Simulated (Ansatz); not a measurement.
Input file for Ansatz (an electronic-structure program): R-CCSD(T)/def2-SVPD on BrH7Si2 (a complex). The run froze 24 orbitals, filled d shells among them.

Ansatz 0.2 input:
```yaml
crystal:
  periodic: [false, false, false]
  atoms:
    - {symbol: Br, position_ang: [-0.49929743, 0.26644676, -0.20399063]}
    - {symbol: H, position_ang: [0.26136496, -0.57131658, 0.66736226]}
    - {symbol: Si, position_ang: [0.77349540, -1.00939328, 3.72370375]}
    - {symbol: Si, position_ang: [-0.75512089, 0.76688837, 3.82268105]}
    - {symbol: H, position_ang: [2.06809282, -0.62673224, 4.33647621]}
    - {symbol: H, position_ang: [1.04301040, -1.40128956, 2.31334981]}
    - {symbol: H, position_ang: [0.24234578, -2.20247750, 4.42540977]}
    - {symbol: H, position_ang: [-0.98764606, 1.11709783, 5.24542501]}
    - {symbol: H, position_ang: [-2.04251371, 0.37153299, 3.20694582]}
    - {symbol: H, position_ang: [-0.21329072, 1.95068246, 3.11714462]}
basis:
  gaussian:
    orbitals: def2-SVPD
magnetization: {spin_polarized: false}
correlation: {method: ccsd_t, electrons: outside_noble_gas}
scf: {lower_state_search: off}
```

The log:

```
Functional definition: HF
[...]
these checks for a lower state are left out or cut short: stability, starts, cluster_reference, orbital_swaps, neighbouring_geometries, increment
integrals: 0.37 GiB planned
1408 factors; integrals over basis functions are off by at most 8.8e-4 eV
mean field: 0.61 GiB planned
mean field evaluation 1: about -85819.1530 eV, gradient 1.6e1 eV
mean field evaluation 2: about -85819.1728 eV, gradient 1.6e1 eV
mean field evaluation 4: about -85820.6366 eV, gradient 2.2e0 eV
mean field evaluation 8: about -85820.6590 eV, gradient 1.3e-1 eV
mean field -85820.65911814 eV, -3153.8510512594 hartree, gradient 2.8e-6 eV, S^2 0.000000; 0 other end points of the search recorded, 0 dependent functions left out
24 core orbitals not correlated
reference -85820.65911814 eV, -3153.8510512594 hartree; 11, 11 occupied and 110, 110 virtual orbitals, 1408 factors
second order -9.93784283 eV of doubles, -0.00000000 eV of singles
coupled cluster: 0.77 GiB planned
cycle   1  -11.29750752 eV  change    -1.4e0 eV  update   8.5e-2
cycle   2  -11.75157047 eV  change   -4.5e-1 eV  update   2.8e-2
cycle   3  -11.77383192 eV  change   -2.2e-2 eV  update   7.1e-3
cycle   4  -11.76986033 eV  change    4.0e-3 eV  update   2.5e-3
cycle   5  -11.76892098 eV  change    9.4e-4 eV  update   7.0e-4
cycle   6  -11.76885884 eV  change    6.2e-5 eV  update   2.0e-4
cycle   7  -11.76887328 eV  change   -1.4e-5 eV  update   5.4e-5
cycle   8  -11.76888443 eV  change   -1.1e-5 eV  update   1.5e-5
perturbative correction -0.30430204 eV, -0.0111828936 hartree
Total energy: -85832.73230460 eV, -3154.2947326785 hartree
Checks for a lower state left out: stability, starts, cluster_reference, orbital_swaps, neighbouring_geometries, increment
```

Self-consistency was reached.

Cost: very roughly 17 core-seconds.
